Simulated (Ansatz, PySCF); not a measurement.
Gas-phase reaction in SMILES: O[Si](O)(F)F [difluoro(dihydroxy)silane] -> O[Si](O)F + F atom (the F-Si bond at the site shown breaks; other sites are not compared here)
Geometries: B3LYP-D3(BJ)/def2-TZVP minima from Ansatz (a quantum-chemistry and plane-wave program), one conformer each, not searched for the lowest.
Geometry of the first species:
SMILES: O[Si](O)(F)F
```xyz
7

O      1.5592    -0.4111    -0.1868
Si     0.0097     0.0006    -0.0100
O     -0.8955    -1.3260     0.2073
F     -0.2108     0.9984     1.2056
F     -0.4072     0.8080    -1.3029
H      1.9201    -1.1263     0.3420
H     -1.8031    -1.2425     0.5098
```
Charge 0, spin multiplicity 1.

Wanted: bond dissociation energy (0 K, with B3LYP-D3(BJ) harmonic zero-point energies from PySCF), in kcal/mol. Correlated levels leave the core frozen unless marked. UHF or UKS for open shells. Spin-orbit coupling is left out. Non-relativistic. CBS(X,Y): correlation extrapolated as X^-3; Hartree-Fock from the larger set (for Q and 5 zeta extrapolated as (X+1)exp(-9√X)). The bracket is a focal-point correction in the basis named.

```
level                                                                 program  bond dissociation energy (kcal/mol)
-------------------------------------------------------------  --------------  -----------------------------------
BHLYP-D3(BJ)/def2-TZVPD                                        Ansatz + dftd3                                155.1
CAM-B3LYP-D4/def2-TZVPD                                        Ansatz + dftd4                                161.8
SCS-MP2/6-31G                                                          Ansatz                                124.2
CCSD/6-31G                                                             Ansatz                                120.3
CCSD/cc-pV(5+d)Z                                                       Ansatz                                163.7
RI-MP2/CBS(cc-pV(T+d)Z,cc-pV(Q+d)Z)+[CCSD(T)-MP2]/cc-pV(T+d)Z          Ansatz                                166.3
CCSD(T)/CBS(cc-pV(Q+d)Z,cc-pV(5+d)Z)                                   Ansatz                                166.4
```
